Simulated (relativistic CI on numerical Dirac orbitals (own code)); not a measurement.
Radial parameters of Ar¹²⁺

Calculated at this level of theory: Dirac-Coulomb-Breit CI, KLI orbitals optimised for each configuration, model QED, unscaled Slater integrals (own radial code, finite nucleus).

Slater integrals F^k, G^k are unscaled and averaged over j, outside the closed core 1s2; ζ comes from projecting the Hamiltonian with its Breit term on Σ l·s of the shell.

- 2s2 2p2: F^2(2p,2p) = 289610, ζ(2p) = 14512 cm⁻¹; <r>(2p) = 0.3284, <r^2>(2p) = 0.1309 (bohr units).
- 2s 2p3: F^2(2p,2p) = 288480, G^1(2s,2p) = 320540, ζ(2p) = 14301 cm⁻¹; <r>(2s) = 0.3764, <r^2>(2s) = 0.1661, <r>(2p) = 0.3297, <r^2>(2p) = 0.1319 (bohr units).
- 2p4: F^2(2p,2p) = 286650, ζ(2p) = 14104 cm⁻¹; <r>(2p) = 0.3316, <r^2>(2p) = 0.1335 (bohr units).

Averages of the first 10 configurations, taken without configuration mixing, which lowers the lowest level and can move excited configurations by several eV; other configurations of the list can lie among them:

| Configuration | Parity | States | Average energy above the lowest level (eV) |
| --- | --- | --- | --- |
| 2s2 2p2 | even | 15 | 8.4 |
| 2s 2p3 | odd | 40 | 60.1 |
| 2p4 | even | 15 | 124.3 |
| 2p3 3s | odd | 40 | 495.1 |
| 2p3 3p | even | 120 | 509.6 |
| 2s2 2p 3s | odd | 12 | 395.2 |
| 2p3 3d | odd | 200 | 525.1 |
| 2s2 2p 3p | even | 36 | 411.5 |
| 2s2 2p 3d | odd | 60 | 427.3 |
| 2s 2p2 3s | even | 60 | 438.8 |
